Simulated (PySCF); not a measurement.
CCl3F, SMILES FC(Cl)(Cl)Cl. Atoms are numbered in the order given.

```xyz
5

F      0.0000     0.0000     1.5915
C      0.0000     0.0000     0.2508
Cl    -1.4594    -0.8426    -0.3104
Cl     1.4594    -0.8426    -0.3104
Cl     0.0000     1.6852    -0.3104
```
Charge 0, spin multiplicity 1.

Geometry optimised at B3LYP-D3(BJ)/def2-TZVP.

The numbers are results of PySCF with PBE/pcSseg-1, not measurements.

GIAO shieldings, no solvent; atoms alike by connectivity are averaged. δ = σ(ref) − σ: ¹³C against TMS (σ = 182.0 ppm); ³⁵Cl against HCl (σ = 936.5 ppm), references at their B3LYP-D3(BJ)/def2-TZVP geometries, non-relativistic (without spin–orbit terms, shifts of atoms bonded to Cl or Br come out too high).

Question: Estimate the chemical shifts. (The exact figures need the calculation; the answer reports its results.)

Answer: 
| nucleus | atoms | count | δ (ppm) |
|---|---|---|---|
| ¹³C | C2 | 1 | 156.0 |
| ³⁵Cl | Cl3, Cl4, Cl5 | 3 | 608.7 |
